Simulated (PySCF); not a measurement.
Compound: C₄H₄BF₃O₂.
SMILES: `FC(F)(F)C1=[O+][BH2-]OC=C1`

Torsions of this conformer, `[F:1][C:2]([F:3])([F:4])[C:5]1=[O+:6][BH2-:7][O:8][CH:9]=[CH:10]1`: F1–C2–C5–O6 -2°.

The closed-shell ground state was solved at several levels (PySCF, density fitting, gas phase, non-relativistic). Geometry: PBE0-D3(BJ)/def2-SVP; no solvent, vibrations or thermal averaging.

```csv
level,basis functions,total energy (Eh),HOMO (eV),LUMO (eV),gap (eV),dipole (D)
PBE0/def2-SVPD,247,-628.5955,-7.38,-3.10,4.28,3.80
PBE0/pcSseg-1,190,-628.9730,-7.37,-3.02,4.35,3.83
B3LYP/pcJ-1,310,-629.6930,-7.19,-3.21,3.98,3.86
```

**Question.** Estimate the row for mPW1PW91/pcSseg-1, a basis of 190 functions; the other rows only guide the guess.

**Answer.** Total energy -629.4707 Eh, HOMO -7.41 eV, LUMO -3.05 eV, gap 4.36 eV, dipole 3.84 D.

**Question.** How far do the dipole and the HOMO energy spread over the levels?

**Answer.** The dipole runs from 3.80 to 3.86 D (mean 3.83 D) and the HOMO from -7.41 to -7.19 eV.
